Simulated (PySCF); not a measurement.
C6H3FS, SMILES C#Cc1ccc(F)s1, GFN2-xTB optimised geometry.

```
11

C      0.13     2.45     0.00
C      0.00     1.25     0.00
C     -0.17    -0.14     0.00
C      0.81    -1.10     0.00
C      0.29    -2.41     0.00
C     -1.06    -2.41     0.00
F     -1.86    -3.49     0.00
S     -1.77    -0.83     0.00
H      0.26     3.49     0.00
H      1.86    -0.87     0.00
H      0.89    -3.31     0.00
```

Density from PBE/def2-TZVP (PySCF) at that geometry.

Minimum of the electron density along straight lines between bonded atoms, close to the bond critical point (lines longer than 1.1 times the sum of covalent radii, or with two minima, are not listed):

| bond | length / Å | ρ at the minimum / e bohr⁻³ | ∇²ρ there / e bohr⁻⁵ | position (fraction from the first atom) |
|---|---|---|---|---|
| C1–C2 | 1.202 | 0.416 | ___ | 0.49 |
| C2–C3 | 1.398 | 0.301 | -0.84 | 0.51 |
| C3–C4 | 1.367 | 0.325 | -0.92 | 0.51 |
| C4–C5 | 1.409 | 0.301 | -0.83 | 0.50 |
| C5–C6 | 1.357 | 0.332 | -0.96 | 0.47 |
| C6–F7 | 1.333 | 0.274 | -0.13 | 0.34 |
| C3–S8 | 1.747 | 0.203 | ___ | 0.47 |
| C6–S8 | 1.728 | 0.213 | ___ | 0.50 |
| C1–H9 | 1.049 | 0.298 | -1.11 | 0.66 |
| C4–H10 | 1.075 | 0.288 | -1.02 | 0.65 |
| C5–H11 | 1.074 | 0.286 | -1.01 | 0.65 |

What belongs in the gaps?


- C1–C2, ∇²ρ there / e bohr⁻⁵: -1.19
- C3–S8, ∇²ρ there / e bohr⁻⁵: -0.37
- C6–S8, ∇²ρ there / e bohr⁻⁵: -0.42
